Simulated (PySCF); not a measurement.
## Bonding in `Cc1c[p-]c(C)p1`

C₅H₇P₂ (charge -1).
SMILES with atom numbers: `[CH3:1][c:2]1[cH:3][p-:4][c:5]([CH3:6])[p:7]1` (hydrogens: H8, H9, H10 on C1; H11 on C3; H12, H13, H14 on C6)

Structure used (GFN2-xTB), in Å, numbered top down from 1:
```
atom  x, y, z in Å
C1    -2.5853   -0.5398    0.0584
C2    -1.1592   -0.0598    0.0247
C3    -0.8390    1.2713    0.0561
P4     0.8466    1.7200    0.0286
C5     1.4017    0.0719   -0.0313
C6     2.8675   -0.2699   -0.0917
P7     0.1938   -1.1800   -0.0400
H8    -3.0337   -0.3594    1.0395
H9    -3.1891   -0.0161   -0.6868
H10   -2.6297   -1.6091   -0.1451
H11   -1.6023    2.0431    0.0947
H12    3.2867   -0.0260   -1.0717
H13    3.0109   -1.3370    0.0852
H14    3.4305    0.2904    0.6574
```

Bond orders from the PBE0/pcSseg-1 density (PySCF). Geometry: GFN2-xTB; no solvent, vibrations or thermal averaging. GFN2-xTB frequencies show an imaginary mode (36i cm⁻¹), so this geometry is no minimum at that level. The pcSseg-1 basis has no diffuse functions, a weakness for an anion.

(1) Where do the orders between heavy atoms depart from those drawn in the SMILES?

(2) Set the Mayer orders of the bonds between heavy atoms beside their lengths.

Results:

(1) The largest departure is 0.296, at P7–C2 (drawn aromatic, 1.204), counting aromatic bonds as 1.5. The bonds drawn aromatic range from 1.20 to 1.54.

(2) 
| bond | drawn as | length (Å) | Mayer order |
| --- | --- | --- | --- |
| C1–C2 | single | 1.505 | 1.052 |
| C2–C3 | aromatic | 1.370 | 1.542 |
| C3–P4 | aromatic | 1.745 | 1.235 |
| P4–C5 | aromatic | 1.740 | 1.313 |
| C5–C6 | single | 1.506 | 1.046 |
| C5–P7 | aromatic | 1.740 | 1.301 |
| P7–C2 | aromatic | 1.758 | 1.204 |

By pair of heavy elements: C–C: lowest C5–C6 (1.046, 1.506 Å), highest C2–C3 (1.542, 1.370 Å). C–P: lowest P7–C2 (1.204, 1.758 Å), highest P4–C5 (1.313, 1.740 Å).

Task: And the bonds to hydrogen?

Result: C–H: 0.96 (7 bonds).

Task: Sum the orders of all bonds at each heavy atom with more than one neighbour and set the sums beside the valence in the SMILES.

Result: C1 3.935 (drawn 4), C2 3.798 (drawn 4), C3 3.735 (drawn 4), P4 2.548 (drawn 2), C5 3.660 (drawn 4), C6 3.932 (drawn 4), P7 2.505 (drawn 3). Orders between atoms that aren't bonded are not in these sums.

The Mayer order sums products of elements of PS (density times overlap matrix) between the two atoms' basis functions, so it depends on the basis set.
